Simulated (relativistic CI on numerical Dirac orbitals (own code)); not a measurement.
# Er2+: calculation against measurement

Method of calculation: Dirac-Coulomb-Breit CI, separate exchange-only KLI orbitals for each configuration, QED by a radiative potential, valence Slater integrals scaled by 0.85, P86 correlation energy added to each configuration (own radial code, finite nucleus).

Configuration list (outside the closed core [Kr] 4d10 5s2): 4f¹²5p⁶, 4f¹¹5p⁶5d, 4f¹¹5p⁶6s, 4f¹¹5p⁶6p, 4f¹⁰5p⁶6s², 4f¹¹5p⁶5f, 4f¹¹5p⁶7s, 4f¹²5p⁵5d, 4f¹¹5p⁶7p, 4f¹⁴5p⁴, 4f¹²5p⁵6s, 4f¹³5p⁵. Levels of other configurations are missing.

| Configuration | Term (tabulated) | J | Measured (cm⁻¹) | Computed | Error | Purity (%) |
| --- | --- | --- | --- | --- | --- | --- |
| 4f¹²5p⁶ | 3H | 6 | 0.0 | 0 | 0 | 98 |
| 4f¹²5p⁶ | 3H | 5 | 6969.8 | 6691 | -279 | 99 |
| 4f¹²5p⁶ | 3H | 4 | 10785.5 | 10569 | -217 | 57 |
| 4f¹²5p⁶ | 3F | 3 | 12472.5 | 12898 | 425 | 99 |
| 4f¹²5p⁶ | 3F | 2 | 13219.8 | 13873 | 653 | 82 |
| 4f¹²5p⁶ | 1G | 4 | 18383.6 | 17387 | -996 | 56 |

Measured levels from Martin, Zalubas and Hagan, Atomic Energy Levels: The Rare-Earth Elements, NSRDS-NBS 60 (1978); measured levels as listed in Deprince et al., Eur. Phys. J. D 78, 105 (2024); pairs were made by configuration, J and term (by order where the table uses no LS term), so strongly mixed levels may be paired wrongly.

Mean error by configuration (cm⁻¹): 4f¹²5p⁶ -83. Over the excited levels the mean absolute error is 514 cm⁻¹ (5 of the 22 excited levels that our extract of the source holds in range could be paired, and the others can miss by more), and the median relative error of those above 1,000 cm⁻¹ is 4 %. Some levels of the ground configuration have no partner.
